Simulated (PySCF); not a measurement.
Cl3Sc. Atoms are numbered in the order given.

```xyz
4

Sc     0.0000     0.0000     0.0000
Cl     2.2570     0.0000     0.0000
Cl    -1.1285    -1.9546     0.0000
Cl    -1.1285     1.9546     0.0000
```

Geometry optimised at ωB97X-D3(BJ)/def2-SVP. The isomer is the one that the SMILES or the coordinates give; other isomers of the formula were not compared.

Computed with CAM-B3LYP/def2-TZVPD run with PySCF.

Gas-phase values at a fixed geometry.

Computed frontier levels, gap, dipole moment and polarisability:
```yaml
highest_occupied_level: -10.63 eV
lowest_empty_level: -2.36 eV
orbital_gap: 8.27 eV
dipole_moment: 0.00 D
quadrupole, principal values (traceless, Buckingham form, about the centre of nuclear charge): -6.06, -6.06, 12.12 D·Å
mean_static_polarisability: 75.0 bohr³ (11.11 Å³)
polarisability_principal_values: 55.2, 84.8, 84.8 bohr³
```
